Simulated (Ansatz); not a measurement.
Basis-set extrapolation for AlFH₂O₂, SMILES `[OH][Al]([OH])[F]` (PBE0-D4/def2-TZVP geometry, frozen core, the Gaussian-basis code of Ansatz). Multiplicity 1, RHF reference.

```tsv
	def2-TZVPP	def2-QZVPP
HF	-492.577111	-492.597332
MP2 correlation	-0.809509	-0.880595
CCSD(T) correlation	-0.838873	not run
```

Energies in hartree. Use E(X) = E(∞) + A·exp(−7.88·√X) for Hartree–Fock and E(X) = E(∞) + B·X^(−2.97) for correlation, with X = 3 and 4, and add CCSD(T) minus MP2 of the smaller set to the MP2 limit.

Question: What is the CCSD(T) energy at the basis-set limit?

Answer: HF limit: -492.597332 + (-0.020221) × 0.13774 = -492.60012. MP2 limit: -0.880595 + (-0.071086) × 0.74074 = -0.93325. Higher-order term: -0.838873 − (-0.809509) = -0.02936. Total: -493.56273 hartree, 385.3 kJ/mol below CCSD(T)/def2-TZVPP.
